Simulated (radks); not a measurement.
The nuclear charge of the vanadium ion V2+ is varied continuously with 21 electrons held in [Ar] 3d3. Method: Dirac Kohn-Sham, PBE, spin-unpolarised, spherical densities, finite nucleus; open shells are shared between the two j in proportion to 2j + 1; Fermi nuclear charge, rms radius 3.6002 fm; computed with a radial shooting solver on a logarithmic mesh with Libxc functionals. By the Hellmann-Feynman theorem dE/dZ = E(electron-nucleus)/Z, the electronic potential at the nucleus (averaged over a nucleus of fixed radius).

| Z | E (hartree) | E(electron-nucleus)/Z (hartree) | HOMO | e(HOMO) (eV) | <r> HOMO (bohr) |
|---|---|---|---|---|---|
| 22 | -853.29943 | -92.1633 | 3d5/2 | -8.009 | 1.733 |
| 22.25 | -876.51215 | -93.5377 | 3d5/2 | -10.835 | 1.596 |
| 22.5 | -900.06790 | -94.9077 | 3d5/2 | -14.009 | 1.487 |
| 22.75 | -923.96571 | -96.2744 | 3d5/2 | -17.501 | 1.398 |
| 23 | -948.20489 | -97.6387 | 3d5/2 | -21.289 | 1.323 |
| 23.25 | -972.78492 | -99.0013 | 3d5/2 | -25.352 | 1.258 |
| 23.5 | -997.70544 | -100.363 | 3d5/2 | -29.678 | 1.202 |
| 23.75 | -1022.96619 | -101.723 | 3d5/2 | -34.255 | 1.153 |
| 24 | -1048.56701 | -103.083 | 3d5/2 | -39.075 | 1.109 |

The central difference of E at Z = 23 is -97.638 hartree, to compare with the third column; the second derivative is -5.45 hartree.
